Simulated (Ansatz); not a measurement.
CuSi₂AsNH₉⁺, that is Cu(AsH3)(N(SiH3)2) with one electron fewer. The state is a doublet with charge 1. Geometry r2SCAN-D4/def2-SVP, that of the neutral singlet; atoms count from 1.

Cartesian coordinates in Å:
```
Cu -0.0838 0.6856 -0.5993
As -0.3241 2.3507 -2.0708
H -0.5942 2.0276 -3.5214
H 0.7887 3.3470 -2.3061
H -1.4368 3.3560 -1.8882
N 0.0987 -0.6847 0.6054
Si -0.2767 -0.3131 2.2462
Si 0.6294 -2.1962 -0.0310
H -1.3878 -1.1536 2.8121
H -0.7184 1.1192 2.3537
H 0.8890 -0.4772 3.1819
H 1.9347 -2.6676 0.5483
H 0.8330 -2.0782 -1.5152
H -0.3516 -3.3153 0.1844
```

Estimate the Mulliken populations from the PBE0/def2-TZVP orbitals of Ansatz.


| atom | charge (e) | spin (α − β) | d electrons |
| --- | --- | --- | --- |
| Cu1 | -0.10 | 0.10 | 9.74 |
| As2 | 0.17 | -0.01 | – |
| H3 | 0.16 | 0.00 | – |
| H4 | 0.16 | 0.00 | – |
| H5 | 0.16 | 0.00 | – |
| N6 | -0.17 | 0.74 | – |
| Si7 | 0.19 | -0.03 | – |
| Si8 | 0.19 | -0.03 | – |
| H9 | 0.06 | 0.06 | – |
| H10 | 0.01 | 0.00 | – |
| H11 | 0.06 | 0.06 | – |
| H12 | 0.06 | 0.06 | – |
| H13 | 0.01 | 0.00 | – |
| H14 | 0.06 | 0.06 | – |
Mulliken values depend strongly on the basis.

Where does the spin sit?

Summed by element: Cu 0.10, As -0.01, H 0.24, N 0.74, Si -0.07, of 1 unpaired in all. Largest on single atoms: N6 0.74, Cu1 0.10, H11 0.06.

And the Mayer bond orders between heavy atoms (over 0.3)?

Cu1–As2 0.91 (2.24 Å); Cu1–N6 0.84 (1.83 Å); N6–Si7 1.03 (1.72 Å); N6–Si8 1.03 (1.72 Å).
